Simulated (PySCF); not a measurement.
A side-by-side comparison of computed properties.

First species: cis-Zr(H2O)2Cl4 (singlet state).
SMILES: `[OH2]->[Zr](<-[OH2])([Cl])([Cl])([Cl])[Cl]`

Second species: InMe2(CCH), C4H7In.
Bonds: In1–C2, In1–C6, In1–C10, C10–C11. Hydrogens: H3, H4, H5 on C2; H7, H8, H9 on C6; H12 on C11.

Levels: PBE0/def2-SVPD for HOMO energy, LUMO energy, HOMO–LUMO gap and static isotropic polarisability; TDDFT PBE0/def2-SVPD for lowest singlet excitation; TDA PBE0/def2-SVPD for lowest triplet excitation (Tamm–Dancoff); ΔSCF PBE0/def2-SVPD for vertical ionisation energy. Geometries: PBE0-D3(BJ)/def2-SVP. Each species is one conformer at its optimised geometry, gas phase (atoms past krypton carry core potentials, spin–orbit coupling is left out). Electronic properties by PySCF.

(1) Which has the higher LUMO energy?

(2) Which has the higher HOMO energy?

(3) Which has the higher T1 energy?

(4) Which has the higher HOMO–LUMO gap?

(5) Which of the two has the higher static isotropic polarisability, and by how much?

(6) Which has the higher S1 energy?

(7) Which of the two has the higher vertical ionisation energy, and by how much?

## Answers

(1) The second: -1.36 eV against -2.20 eV, a difference of 0.84 eV.

(2) The second: -7.27 eV against -8.73 eV, a difference of 1.46 eV.

(3) The first: 4.92 eV against 4.31 eV, a difference of 0.61 eV.

(4) The first: 6.53 eV against 5.91 eV, a difference of 0.62 eV.

(5) The first: 115.6 au against 83.8 au, a difference of 31.8 au.

(6) The first: 5.20 eV against 4.53 eV, a difference of 0.67 eV.

(7) The first: 10.46 eV against 9.03 eV, a difference of 1.43 eV.

On the first: The vertical singlet–triplet gap S1 − T1 is 0.28 eV (TDDFT singlet less Tamm–Dancoff triplet). The ΔSCF ionisation energy exceeds −ε(HOMO) by 1.73 eV with PBE0. Atoms past krypton carry effective core potentials; spin–orbit coupling is left out.

On the second: In wavenumbers S1 is 36500 cm⁻¹ (1 eV = 8065.54 cm⁻¹). The principal polarisabilities are 59.7, 88.4 and 103.2 au; their mean is the isotropic value. Atoms past krypton carry effective core potentials; spin–orbit coupling is left out.
